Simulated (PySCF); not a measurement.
A structure optimised at PBE-D3(BJ)/def2-SVP, used in a PySCF frequency run:

```
Sb
I 1 2.7645
I 1 2.7645 2 100.64
I 1 2.7645 2 100.64 3 103.09
```
Charge 0, spin multiplicity 1.

Question: Write its SMILES, formula and point group.

Answer: [I][Sb]([I])[I], I₃Sb, C3v

Question: What are its rotational constants (standard atomic weights)?

Answer: 0.38961, 0.38961, 0.21994 GHz
